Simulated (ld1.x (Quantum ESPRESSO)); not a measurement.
## Configuration tests for Se (Z = 34) (TM)

- Element: selenium
- Generator: ld1.x (Quantum ESPRESSO) 7.5
- Type: norm-conserving Troullier–Martins (Kleinman–Bylander form)
- Functional: LDA (PZ)
- Relativity: scalar-relativistic
- Frozen core: [Ar] 3d10
- Valence charge: 6
- Reference configuration: 4s2 4p3 (charge +1)
- Partial waves: 4p (bound): rc 1.70 bohr; 4d channel at 0.2 Ry: rc 1.50 bohr; 4s (bound): rc 1.50 bohr
- Local potential: the s channel
- Core correction: a·sin(br)/r model core inside 0.85 bohr

Energies are relative to the spin-unpolarised reference configuration 4s2 4p3; without spin polarisation the order of configurations can differ from experiment. Spin-polarised rows fill each open shell by Hund’s rule, majority spin first. The frozen-core shift is the all-electron ΔE with the core orbitals held at their reference shape minus the fully relaxed ΔE.

(1) Give the all-electron excitation energy and the error of the potential for: 4s2 4p4; 4s2 4p2; 4s2 4p1; 4s1 4p5; 4s2 4p3.5; 4s2 4p4.3; 4s2 4p0; 4s2 4p3 (spin-polarised); 4s2 4p4 (spin-polarised).

Note: ghost state, extra bound levels that the all-electron valence spectrum of the same l lacks: d at -96.7 eV. A true bound ghost makes a file unfit for plane-wave use.

## Answers

(1)

```
   valence configuration  charge  ΔE all-electron (eV)  error AE − PS (meV)  frozen-core shift (meV)
                 4s2 4p4       0               -11.009                 -0.2                     +2.0
                 4s2 4p2      +2                20.558                 -8.4                      +13
                 4s2 4p1      +3                51.714                  -36                      +74
                 4s1 4p5       0                -0.070                 -2.1                     -0.5
               4s2 4p3.5    +0.5                -6.621                 +0.4                     +0.4
               4s2 4p4.3    -0.3               -12.645                 -0.7                     +2.8
                 4s2 4p0      +4                94.287                 -100                     +239
4s2 4p3 (spin-polarised)      +1                -1.638                 +6.6                     +9.8
4s2 4p4 (spin-polarised)       0               -11.602                 +2.2                     +5.0
```

A variational frozen-core shift is positive and of second order in the change. This column holds negative values, so the frozen-core run of ld1.x carries numerical noise or an error of first order here, and the column gives no more than the rough size of the effect.
